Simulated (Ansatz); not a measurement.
Other settings, tried on the cluster Sn2Te.

```yaml
crystal:
  periodic: [false, false, false]
  atoms:
    - {symbol: Sn, position_ang: [-0.834852, -0.452088, -1.370567]}
    - {symbol: Sn, position_ang: [1.525767, 0.672018, -0.015371]}
    - {symbol: Te, position_ang: [-0.690914, -0.219930, 1.385938]}
basis:
  gaussian: {orbitals: def2-SVP}
hamiltonian: {xc: {name: SPW92}}
accuracy: high
scf: {omitted_lower_state_checks: [starts]}
output: {forces: true}
```

```sh
$ ansatz run in.yaml --threads 4 --pin off --events-out ev --progress --plain --max-ram 3916MiB
```

It prints (some lines left out):

```
Functional definition: SPW92
1937 factors; integrals over basis functions are off by at most 2.1e-9 eV
mean field evaluation 1: about -18929.2452 eV, gradient 1.2e1 eV
mean field evaluation 2: about -18924.7924 eV, gradient 3.4e1 eV
mean field evaluation 4: about -18929.8416 eV, gradient 2.4e0 eV
mean field evaluation 8: about -18929.8538 eV, gradient 6.1e-2 eV
mean field evaluation 16: about -18929.8538 eV, gradient 6.4e-5 eV
mean field -18929.85381806 eV, -695.6592966978 hartree, gradient 3.6e-8 eV, S^2 0.000000; 0 other end points of the search recorded, 0 dependent functions left out
reference -18929.85382032 eV, -695.6592967811 hartree; 34, 34 occupied and 44, 44 virtual orbitals, 1937 factors
Total energy: -18929.85382032 eV, -695.6592967811 hartree
Atom 0 at    -0.834852    -0.452088    -1.370567 Å, force     0.118536     0.065322     0.213107 eV/Å
Atom 1 at     1.525767     0.672018    -0.015371 Å, force    -0.230983    -0.101116     0.012454 eV/Å
Atom 2 at    -0.690914    -0.219930     1.385938 Å, force     0.112447     0.035794    -0.225562 eV/Å
Dipole moment:     0.121965     0.038824    -0.244654 e Å
Checks for a lower state left out: starts
```

Hardware: 4 threads of Arm Neoverse V2 on a shared host. Wall time 2.2 s.

In the def2 sets Sn, Te take a core potential; there is no spin–orbit coupling.
